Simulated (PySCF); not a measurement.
**Trend along group 13: MI molecules**

MP2 with double-zeta basis sets in PySCF, for the lowest determinant that a PBE0 search found; no spin–orbit coupling. De refers to high-spin ground-configuration atoms.

```tsv
M	basis	reference, frozen orbitals	state (unpaired electrons)	Re (Å)	ωe (cm⁻¹)	De (eV)
B	x2c-SVPall	RHF, 19	singlet (closed shell)	2.119	610	3.56
Al	def2-SVP	RHF, 9	singlet (closed shell)	2.541	328	3.79
Ga	def2-SVP	RHF, 13	singlet (closed shell)	2.580	226	3.61
In	def2-SVP	RHF, 8	singlet (closed shell)	2.787	181	3.47
Tl	def2-SVP	RHF, 8	singlet (closed shell)	2.869	152	3.35
```

Q: By what factor does the harmonic wavenumber vary along the series?

A: At MP2 it runs from 152 cm⁻¹ (TlI) to 610 cm⁻¹ (BI), a factor of 4.01.

The rows differ in basis set, which adds steps of its own.

Down a group the atoms grow and get heavier, so bonds lengthen and wavenumbers fall; this series shows no clear exception.

Correlated steps freeze the inner cores (8 to 19 orbitals); shallow outer-core shells are correlated. Correlated levels converge slowly with the basis: in double zeta they bind strong bonds too weakly, by up to about 1 eV, and carry superposition errors of some tenths. Spin–orbit coupling is left out, which matters for elements this heavy, above all for dissociation energies. Where the molecule has an RHF reference, its open-shell atoms are computed with UHF.
